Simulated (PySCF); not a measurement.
Run record: excited-state job, `C[C@@H]1CC[Se][C@@H]1F`.

Computed with TDDFT PBE0/def2-SVPD, vertical, gas phase, core orbitals frozen in the response (PySCF 2.14.0, density-fitted response routines). Geometry: GFN2-xTB. A driver script takes a list of jobs; this job's settings line and coordinates (Å) are shown.

Command:
```bash
OMP_NUM_THREADS=1 python probes_run.py task.json out
```

Input:
```
{"job": {"kind": "uv", "xc": "PBE0", "basis": "def2-SVPD", "nstates": 6, "ntriplets": 2}, "charge": 0, "multiplicity": 1}
C     -1.853311     0.273717    -0.324450
C     -0.399970     0.406896     0.115125
C      0.594035    -0.127485    -0.916562
C      1.989318     0.021225    -0.335679
Se     1.838013    -0.453452     1.585284
C     -0.128963    -0.371252     1.398108
F     -0.616943    -1.646000     1.309707
H     -2.520900     0.637495     0.453489
H     -2.024388     0.854221    -1.227652
H     -2.093668    -0.767363    -0.527158
H     -0.169951     1.459151     0.320217
H      0.515281     0.415418    -1.859364
H      0.373433    -1.180347    -1.104408
H      2.719774    -0.637967    -0.802571
H      2.343398     1.052127    -0.390335
H     -0.572758     0.072560     2.294837
```

Output:
```
coarse grid: 60784 points
cycle   1  E = -2696.1958500498  dE = -1.834e-01  |g| = 4.965e-01  |ddm| = 5.770e+00
cycle   2  E = -2696.1637057130  dE =  3.214e-02  |g| = 6.740e-01  |ddm| = 1.327e+00
cycle   3  E = -2696.2463611967  dE = -8.266e-02  |g| = 7.438e-02  |ddm| = 6.872e-01
cycle   4  E = -2696.2473566311  dE = -9.954e-04  |g| = 2.669e-02  |ddm| = 1.361e-01
cycle   5  E = -2696.2475140585  dE = -1.574e-04  |g| = 6.984e-03  |ddm| = 5.409e-02
cycle   6  E = -2696.2475253629  dE = -1.130e-05  |g| = 1.907e-03  |ddm| = 1.682e-02
cycle   7  E = -2696.2475262823  dE = -9.195e-07  |g| = 5.001e-04  |ddm| = 3.949e-03
final grid: 129072 points
cycle   8  E = -2696.2474766248  dE = -8.931e-08  |g| = 6.739e-04  |ddm| = 1.179e-02
cycle   9  E = -2696.2474764975  dE =  1.273e-07  |g| = 9.775e-04  |ddm| = 2.674e-03
cycle  10  E = -2696.2474767252  dE = -2.276e-07  |g| = 5.385e-05  |ddm| = 1.603e-03
cycle  11  E = -2696.2474767258  dE = -6.848e-10  |g| = 1.133e-05  |ddm| = 1.097e-04
converged SCF energy = -2696.2474767258

Static polarisability (au): isotropic 86.224, principal 72.397 86.313 99.963

Singlet excitations
state   eV       nm        f      main configurations
  1   4.5671    271.5   0.00079   H->L 0.97
  2   5.8518    211.9   0.02274   H->L+1 0.96
  3   5.9031    210.0   0.02884   H->L+2 0.99
  4   6.4339    192.7   0.01483   H->L+3 0.82, H->L+4 0.14
  5   6.6970    185.1   0.00416   H->L+4 0.70, H->L+3 0.14
  6   6.9437    178.6   0.03888   H->L+5 0.76, H-1->L 0.12

Triplet excitations (Tamm-Dancoff, eV): 4.0780 5.2629
```

The SCF starts on a coarse grid where the log names one; the energy can jump when the final grid takes over, and dE then counts from the start density on the new grid. H and L stand for HOMO and LUMO; the number after each pair is its weight.

Problem. Which computed singlet has the largest oscillator strength, and what do all of them sum to?

Solution. State 6 at 6.94 eV (179 nm), f = 0.039; the 6 states sum to 0.110.

In short: HOMO -6.36 eV, LUMO -0.19 eV; lowest singlet 4.57 eV; lowest triplet 4.08 eV (Tamm–Dancoff); mean polarisability 86.2 au.

 Relativistic effects, spin–orbit coupling among them, are left out although an element past zinc is present.

Hardware: one thread, Intel Xeon 6975P-C (x86_64), no GPU, shared host with 192 logical CPUs at a one-minute load of 70. Cost: 33 s of wall time, 0.98 GiB resident at most.

One conformer stands for the species.
Labels such as C1 count atoms from 1, the log's own numbers from 0.
